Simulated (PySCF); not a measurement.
CH5GaO2. Atoms are numbered in the order given.

```xyz
9

Ga    -0.3709     0.5685     0.0000
H     -1.6279     1.4908     0.0000
O      1.3664     1.0615     0.0000
H      1.4728     2.0301     0.0000
O     -0.5828    -1.2121     0.0000
C      0.4995    -2.1239     0.0000
H      0.4443    -2.7820     0.8971
H      0.4443    -2.7820    -0.8971
H      1.4982    -1.6315     0.0000
```
Charge 0, spin multiplicity 1.

Geometry: PBE-D3(BJ)/def2-SVP. The structure was generated by enumeration; whether it is a known compound was not checked. Other conformers were not sampled.

All values below come from KT2/pcSseg-1 (PySCF).

GIAO shieldings, no solvent; atoms alike by connectivity are averaged. δ = σ(ref) − σ: ¹H against TMS (σ = 31.47 ppm); ¹⁷O against H2O (σ = 330.4 ppm); ¹³C against TMS (σ = 185.1 ppm), references at their B3LYP-D3(BJ)/def2-TZVP geometries, non-relativistic.

| atoms | nucleus | count | δ (ppm) |
|---|---|---|---|
| H2 | ¹H | 1 | (withheld) |
| H7, H8, H9 | ¹H | 3 | 4.76 |
| H4 | ¹H | 1 | (withheld) |
| O5 | ¹⁷O | 1 | 103.5 |
| O3 | ¹⁷O | 1 | 101.7 |
| C6 | ¹³C | 1 | (withheld) |

Task: What belongs in the gaps? (An estimate is asked for; the answer gives what the named calculation found.)

Result: 
- C6, δ (ppm): 62.5
- H4, δ (ppm): 3.31
- H2, δ (ppm): 5.88
